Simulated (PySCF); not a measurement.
B(Me)(NCO)(OH) (C₂H₄BNO₂), SMILES CB(O)N=C=O. Atoms are numbered in the order given.

```xyz
10

B     -0.1038    -0.9557     0.0000
C      1.2068    -1.8280     0.0000
H      1.8223    -1.5799    -0.8802
H      1.8223    -1.5799     0.8802
H      1.0296    -2.9142     0.0000
N     -0.0044     0.4729     0.0000
C      0.0329     1.6653     0.0000
O      0.0852     2.8334     0.0000
O     -1.3601    -1.4652     0.0000
H     -1.3642    -2.4270     0.0000
```
Charge 0, spin multiplicity 1.

Coordinates come from a PBE0-D3(BJ)/def2-SVP optimisation. The structure was generated by enumeration, and PubChem lists no compound with its InChIKey, so it may never have been made. One conformer was computed; it need not be the lowest.

The numbers are results of PBE/def2-TZVP run with PySCF, not measurements.

Atomic charges (e):

```
atom  Mulliken  Löwdin
----  --------  ------
B1        0.14   -0.83
C2       -0.44   -0.26
H3        0.15    0.16
H4        0.15    0.16
H5        0.11    0.14
N6       -0.05    0.32
C7        0.14   -0.33
O8       -0.18    0.20
O9       -0.32    0.24
H10       0.31    0.21
```

**Question.** Give the Mayer and Wiberg (Löwdin basis) orders of the bonds. (The exact figures need the calculation; the answer reports its results.)

**Answer.** 
```json
[
 {"bond": "B1–C2", "Mayer": "1.07", "Wiberg": "1.31"},
 {"bond": "C2–H3", "Mayer": "0.94", "Wiberg": "0.85"},
 {"bond": "C2–H4", "Mayer": "0.94", "Wiberg": "0.85"},
 {"bond": "C2–H5", "Mayer": "0.95", "Wiberg": "0.87"},
 {"bond": "B1–N6", "Mayer": "1.13", "Wiberg": "1.43"},
 {"bond": "N6–C7", "Mayer": "2.12", "Wiberg": "2.37"},
 {"bond": "C7–O8", "Mayer": "2.12", "Wiberg": "2.83"},
 {"bond": "B1–O9", "Mayer": "1.45", "Wiberg": "2.02"},
 {"bond": "O9–H10", "Mayer": "0.88", "Wiberg": "0.94"}
]
```
